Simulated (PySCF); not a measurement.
GaH5N2, SMILES [NH2][GaH][NH2]. The structure is a stationary point at B3LYP-D3(BJ)/def2-SVP. Other conformers were not sampled.

Level of theory: PySCF with B3LYP-D3(BJ)/def2-SVP.

Harmonic wavenumbers (cm⁻¹): 99, 158, 177, 307, 358, 534, 534, 687, 718, 733, 749, 1513, 1525, 2003, 3585, 3585, 3686, 3687. Rotational constants (GHz): 18.48, 5.935, 4.492; symmetry number 2.

### Question
Work out the zero-point energy and the ideal-gas rigid-rotor harmonic-oscillator thermochemistry at 298.15 K and 1 atm.

### Answer
ZPE = ½ Σ hcν = ½ × 24638 cm⁻¹ = 35.22 kcal/mol. H − E(el) = 39.82 kcal/mol. Entropy in cal/(mol K): translation 39.80, rotation 22.62, vibration 13.22, total 75.63. G − E(el) = 17.27 kcal/mol. Cp = 22.54 cal/(mol K). Modes under 150 cm⁻¹ make the vibrational entropy uncertain.
